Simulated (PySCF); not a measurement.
Removing the step error of a finite difference

System: CH3AlF2 (SMILES [CH3][Al]([F])[F]), singlet, geometry from GFN2-xTB (such geometries of metal compounds can be far from the true shape), atoms displaced at random by about 0.03 Å a coordinate. Level: HF/6-31G, gradient in PySCF. Sums are taken with unrounded values, so a last digit can differ.

Central differences of the energy along x of atom 3 gave a gradient component of 0.013411 Eh/bohr at step 0.05 and 0.013664 Eh/bohr at step 0.2 (atomic units).

Question: Extrapolate to zero step.

Answer: The leading error of a symmetric difference goes as h², so A(h) = A0 + c h². Then c = (0.013664 - (0.013411))/(0.2² - 0.05²) = 0.00673 (atomic units) and A0 = 0.013411 - c × 0.05² = 0.013394 Eh/bohr. The analytic value from the same program and level is 0.013394 Eh/bohr: the smaller step missed it by 0.000017, the extrapolation by 0.000000.
